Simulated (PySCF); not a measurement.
# Cost of excited-state runs on `O=C1CCC=C(F)O1`, C5H5FO2

Geometry:
```json
{"atom": "O1", "x (Å)": "-1.447", "y (Å)": "2.312", "z (Å)": "0.174"}
{"atom": "C2", "x (Å)": "-0.696", "y (Å)": "1.390", "z (Å)": "0.158"}
{"atom": "C3", "x (Å)": "-0.946", "y (Å)": "0.024", "z (Å)": "0.740"}
{"atom": "C4", "x (Å)": "-0.374", "y (Å)": "-1.103", "z (Å)": "-0.113"}
{"atom": "C5", "x (Å)": "1.035", "y (Å)": "-0.768", "z (Å)": "-0.494"}
{"atom": "C6", "x (Å)": "1.377", "y (Å)": "0.515", "z (Å)": "-0.584"}
{"atom": "F7", "x (Å)": "2.574", "y (Å)": "0.947", "z (Å)": "-0.904"}
{"atom": "O8", "x (Å)": "0.553", "y (Å)": "1.567", "z (Å)": "-0.398"}
{"atom": "H9", "x (Å)": "-0.449", "y (Å)": "0.019", "z (Å)": "1.727"}
{"atom": "H10", "x (Å)": "-2.025", "y (Å)": "-0.065", "z (Å)": "0.913"}
{"atom": "H11", "x (Å)": "-0.410", "y (Å)": "-2.047", "z (Å)": "0.451"}
{"atom": "H12", "x (Å)": "-0.999", "y (Å)": "-1.259", "z (Å)": "-1.012"}
{"atom": "H13", "x (Å)": "1.786", "y (Å)": "-1.530", "z (Å)": "-0.704"}
```

PySCF with density fitting, on 1 thread of an Arm Neoverse V2, shared host. Command: `OMP_NUM_THREADS=1 python excited_run.py task.json out`

(1) How long does this run take, and how much memory?
- excited states, CAM-B3LYP/def2-SVP; Tamm-Dancoff; spin-orbit couplings; 6 states; 4 triplets; quadratic response for 4 states

Results:

(1) 
| run | level | basis functions | wall time | peak memory (GiB) |
| --- | --- | --- | --- | --- |
| excited states | CAM-B3LYP/def2-SVP | 137 | 17 s | 0.63 |

Times from a shared host are rough.
